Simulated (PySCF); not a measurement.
Compound: C4H9F3Si2.
Atom-mapped SMILES: `[CH3:1][Si@H:2]1[CH2:3][Si@@H:4]([C:5]([F:6])([F:7])[F:8])[CH2:9]1` (hydrogens: H10, H11, H12 on C1; H13 on Si2; H14, H15 on C3; H16 on Si4; H17, H18 on C9)

Torsions of this conformer, `[CH3:1][Si@H:2]1[CH2:3][Si@@H:4]([C:5]([F:6])([F:7])[F:8])[CH2:9]1`: C3–Si4–C5–F6 169°.

The closed-shell ground state was solved at several levels (PySCF, density fitting, gas phase, non-relativistic). Isolated species at its PBE0-D3(BJ)/def2-SVP geometry (one conformer only).

| level | basis functions | HOMO (eV) | LUMO (eV) | gap (eV) | dipole (D) |
| --- | --- | --- | --- | --- | --- |
| PBE0/pcSseg-1 | 212 | -7.93 | 0.24 | 8.17 | 2.28 |
| B3LYP/def2-SVPD | 269 | -7.72 | -0.16 | 7.56 | 2.45 |

Task: What might B97-2/pcSseg-1 (212 basis functions) give for the same quantities?

Result: HOMO -7.69 eV, LUMO 0.26 eV, gap 7.95 eV, dipole 2.28 D.

Task: Over all these levels, which gives the widest orbital gap and which the narrowest?

Result: PBE0/pcSseg-1 (global hybrid, 25 % exact exchange) has the widest, 8.17 eV, and B3LYP/def2-SVPD (global hybrid, 20 % exact exchange) the narrowest, 7.56 eV. Functional and basis both differ between the two, so the spread mixes both effects.

Task: How far do the dipole and the HOMO energy spread over the levels?

Result: The dipole runs from 2.28 to 2.45 D (mean 2.34 D) and the HOMO from -7.93 to -7.69 eV.
